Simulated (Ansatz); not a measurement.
`C#C[SiH2]C#C` + H–F → `C#C[SiH2]F` + `C#C` at 700 K and 1 bar (ligand exchange at the Si–C bond).

Gas-phase electronic energies from Ansatz, PBE0-D4/def2-TZVP geometries. CCSD(T)/CBS adds triple-zeta CCSD(T) − MP2 to the extrapolated MP2 energy (def2 sets, frozen cores). This one scheme is used for every species.

| species | CCSD(T)/CBS energy (Eh) | H − E (kJ/mol) | S (J/(mol·K)) |
| --- | --- | --- | --- |
| `C#C[SiH2]C#C` | -443.57893 | 217.7 | 432.1 |
| H–F | -100.39570 | 45.2 | 198.5 |
| `C#C[SiH2]F` | -466.78369 | 159.3 | 383.1 |
| `C#C` | -77.22717 | 102.1 | 244.4 |

H − E and S are ideal-gas, rigid-rotor, harmonic terms from PBE0-D4/def2-TZVP. 1 Eh = 2625.50 kJ/mol, R = 8.31446 J/(mol·K).

**Question.** By hand: ΔE, ΔH, ΔS and ΔG.

**Answer.** ΔE = (-466.78369) + (-77.22717) − (-443.57893) − (-100.39570) = -0.03623 Eh = -95.1 kJ/mol. Δ(H − E) = 159.3 + 102.1 − 217.7 − 45.2 = -1.5, so ΔH = -96.6 kJ/mol. ΔS = 383.1 + 244.4 − 432.1 − 198.5 = -3.1 J/(mol·K). ΔG = -96.6 − 700 × (-3.1)/1000 = -94.4 kJ/mol.

**Question.** By hand: the equilibrium constant, and the temperature at which ΔG would vanish if ΔH and ΔS stayed fixed.

**Answer.** log₁₀ K = −ΔG/(RT ln 10) = 7.0. ΔG = 0 at ΔH/ΔS = 31161 K, far beyond where these terms or the molecules hold.

The number of gas molecules stays the same, so ΔS is small and ΔH decides. A doubt of 5 kJ/mol in ΔE shifts log₁₀ K by 0.4 here. These are equilibria of isolated gas molecules and say nothing of rates. Largest T1 diagnostic: 0.013 (customary marks: 0.02 for closed shells, 0.045 for open ones).
